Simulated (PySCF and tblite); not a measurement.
Results of a calculation; reference values are marked as such.
# Ring inversion: stationary points, barriers and rates

System: C5H7BF2Si, numbered as in [F:1][C@@H:2]1[CH:3]=[CH:4][BH:5][Si@H:6]([F:7])[CH:8]=[CH:9]1.

Motion: inversion of the 7-membered ring (2–3–4–5–6–8–9). The path came from a restrained scan, a climbing-image band and a saddle search at GFN2-xTB; energies are BHandHLYP/pcSseg-1 + D3(BJ)//GFN2-xTB, thermal terms GFN2-xTB. Rates follow Eyring's equation with the number of equivalent paths and no tunnelling. Programs: tblite and PySCF.

```json
{"point": "start", "symmetry": "C1", "E(GFN2) kcal/mol": "0.0", "E(DFT) kcal/mol": "0.0", "ZPE change kcal/mol": "0.00", "lowest mode cm⁻¹": "49", "dipole D": "1.80"}
{"point": "saddle", "symmetry": "C1", "E(GFN2) kcal/mol": "9.6", "E(DFT) kcal/mol": "8.5", "ZPE change kcal/mol": "-0.07", "lowest mode cm⁻¹": "53i", "dipole D": "3.46"}
{"point": "end", "symmetry": "C1", "E(GFN2) kcal/mol": "1.8", "E(DFT) kcal/mol": "0.6", "ZPE change kcal/mol": "0.08", "lowest mode cm⁻¹": "57", "dipole D": "3.99"}
```

```
Electronic barrier                                      : 8.5 kcal/mol
Barrier with zero-point energy                          : 8.4 kcal/mol
ΔH‡ (298 K)                                             : 8.0 kcal/mol
ΔS‡ (298 K, symmetry apart)                             : -3.0 cal/(mol K)
Paths                                                   : 1 equivalent path
End point                                               : a different minimum
Mean lifetime of the start against this motion at 298 K : 510 ns
Cost                                                    : 4.2 min on 1 thread of AMD EPYC (shared host) (rough), peak memory 0.89 GiB, launched as `OMP_NUM_THREADS=1 python ens_run.py task.json out`
```

```csv
T/K,ΔG‡ kcal/mol,k s⁻¹,ΔG kcal/mol,k back s⁻¹
150,8.6,1.1,0.8,14
200,8.6,1510,0.8,1.2×10⁴
250,8.8,1.2×10⁵,0.9,7×10⁵
298,8.9,2×10⁶,1.0,9.8×10⁶
350,9.0,1.7×10⁷,1.0,7.5×10⁷
400,9.2,8.2×10⁷,1.1,3.3×10⁸
500,9.5,7.3×10⁸,1.2,2.6×10⁹
```

ΔG and ΔG‡ leave out symmetry numbers and mirror images; rates count paths: 1 out, 1 back.
